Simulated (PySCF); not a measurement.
Vertical excitations of a molecule C4H13NSi from TDA-PBE0/def2-SVPD in PySCF, as energy in eV (oscillator strength): 5.81 (0.026), 6.33 (0.003), 6.73 (0.047), 6.85 (0.027), 7.28 (0.022), 7.43 (0.054). Lowest triplet (TDA): 5.61 eV. Geometry: PBE0-D3(BJ)/def2-SVP. One conformer was computed; it need not be the lowest.

### Question
Which structure fits?
(A) CNC(C)(C)[SiH3]
(B) CC[SiH2]N(C)C
(C) CC(C)[SiH2]CN
(D) CCN[SiH](C)C

### Answer
D, CCN[SiH](C)C
